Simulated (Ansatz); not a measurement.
diphenyliodonium, `c1ccc([I+]c2ccccc2)cc1`, 23 atoms. Hardware: 4 threads of Intel Xeon 6975P-C on a shared host.

In the def2 sets I takes a core potential; there is no spin–orbit coupling. Correlated methods freeze 16 core orbitals; core or outer-core shells of I are correlated, in sets that lack core-valence functions.

(1) How many basis functions does each of these Ansatz runs have, and roughly what does it cost? PBE0-D4/def2-SVP, charge 0 doublet, energy, from earlier orbitals; PBE0-D4/def2-SVP, charge 1 triplet at the geometry of the charge 1 singlet, energy; B97M-V/def2-TZVP, charge 1 singlet, energy and forces, from earlier orbitals; PBE-D4/def2-SVP, charge 0 doublet, energy, from earlier orbitals; r2SCANh-D4/def2-TZVP, charge 1 singlet, energy, from earlier orbitals; PBE-D4/def2-TZVP, charge 1 singlet, energy, from earlier orbitals; r2SCAN-D4/def2-TZVP, charge 1 singlet, energy, from earlier orbitals; RPA@PBE/def2-SVP, charge 1 singlet, energy, from earlier orbitals; B97M-V/def2-SVP, charge 0 doublet at the geometry of the charge 1 singlet, energy, from earlier orbitals; PBE0-D4/def2-SVP, charge 0 doublet at the geometry of the charge 1 singlet, energy; PBE-D4/def2-SVP, charge 0 doublet, relaxation, 36 steps; PBE-D4/def2-SVP, charge 1 singlet, energy, from earlier orbitals.

Results:

(1) Other jobs shared the machine, so times can vary by a factor of up to 3. A dash marks memory too small to be measured apart from the calling script's.

```csv
run,functions,fitting or Cholesky vectors,wall time,peak host memory (GiB)
"PBE-D4/def2-SVP, charge 1 singlet, energy, from earlier orbitals",244,2792,2.6 s,–
"PBE-D4/def2-SVP, charge 0 doublet, energy, from earlier orbitals",244,2792,4.6 s,0.55
"PBE-D4/def2-TZVP, charge 1 singlet, energy, from earlier orbitals",482,2967,5.5 s,1.3
"PBE0-D4/def2-SVP, charge 0 doublet, energy, from earlier orbitals",244,2609,8 s,1.3
"RPA@PBE/def2-SVP, charge 1 singlet, energy, from earlier orbitals",244,2606,9 s,1
"r2SCAN-D4/def2-TZVP, charge 1 singlet, energy, from earlier orbitals",482,2967,9.5 s,1.3
"PBE0-D4/def2-SVP, charge 0 doublet at the geometry of the charge 1 singlet, energy",244,2606,15 s,1.4
"r2SCANh-D4/def2-TZVP, charge 1 singlet, energy, from earlier orbitals",482,2967,17 s,2.7
"B97M-V/def2-SVP, charge 0 doublet at the geometry of the charge 1 singlet, energy, from earlier orbitals",244,2792,20 s,0.95
"B97M-V/def2-TZVP, charge 1 singlet, energy and forces, from earlier orbitals",482,2967,20 s,1.5
"PBE0-D4/def2-SVP, charge 1 triplet at the geometry of the charge 1 singlet, energy",244,2606,24 s,1.4
"PBE-D4/def2-SVP, charge 0 doublet, relaxation, 36 steps",244,2792,1.8 min,–
```
